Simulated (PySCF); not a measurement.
**Rhodium: a sound run and one with changed settings**

Sound run: Rh [Kr] 4d8 5s1, Rh+ [Kr] 4d8. All numbers are calculated (PySCF 2.14, scalar relativity through the core potential, in def2-SVP with the def2 core potential (28 electrons) (5s3p2d1f, 31 functions)). The sound run starts from symmetry-adapted Hartree-Fock orbitals and uses a fine grid where one is needed.

Changed run: 14 angular points. This setting is unsound on purpose.

| species | method | sound run (hartree) | changed run (hartree) | converged |
| --- | --- | --- | --- | --- |
| Rh | UHF | -109.71692 | -109.71692 | yes |
| Rh | M06-2X | -110.36224 | -110.33187 | yes |
| Rh | LDA | -110.23578 | -110.30157 | yes |
| Rh+ | UHF | -109.48512 | -109.48512 | yes |
| Rh+ | M06-2X | -110.09509 | -110.06606 | yes |
| Rh+ | LDA | -109.93472 | -110.00262 | yes |

Ionisation energy of Rh:

```tsv
method	sound run (eV)	changed run (eV)
UHF	6.307	6.307
M06-2X	7.269	7.233
LDA	8.192	8.135
```

A coarse angular grid integrates products of high-l functions wrongly, so density functionals can shift, and the SCF can exploit the error; Hartree-Fock and MP2 need no grid.

For comparison, NIST gives 7.459 eV between the lowest levels.
